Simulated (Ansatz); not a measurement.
```xyz
11

C     1.5087    0.0000    0.0000
C     0.8325    1.3240    0.0000
C    -0.6815    1.3100    0.0000
C    -1.4280    0.0000    0.0000
C    -0.6815   -1.3100    0.0000
C     0.8325   -1.3240    0.0000
H     1.4323    2.3413    0.0000
H    -1.2762    2.3306    0.0000
H    -2.6080    0.0000    0.0000
H    -1.2762   -2.3306    0.0000
H     1.4323   -2.3413    0.0000
```

Basis set: 6-31G* (spherical functions). Left uncorrelated: 6 orbitals. Charge 0, multiplicity 2.

Computed with Ansatz (development build ahead of 0.2.0); each method stands on the lowest determinant of its kind that the runs found.

Task: Give the atomization energy at this shape (free ground-state atoms in the same class of orbitals less the molecule, no zero-point energy) of doublet C6H5 by UHF-MP2, UHF.

Result:

```
 method  atomization energy
UHF-MP2       4598.2 kJ/mol
    UHF       3694.9 kJ/mol
```

Caution: the shape is not the minimum; the unrestricted determinant is a mixture of spin states.
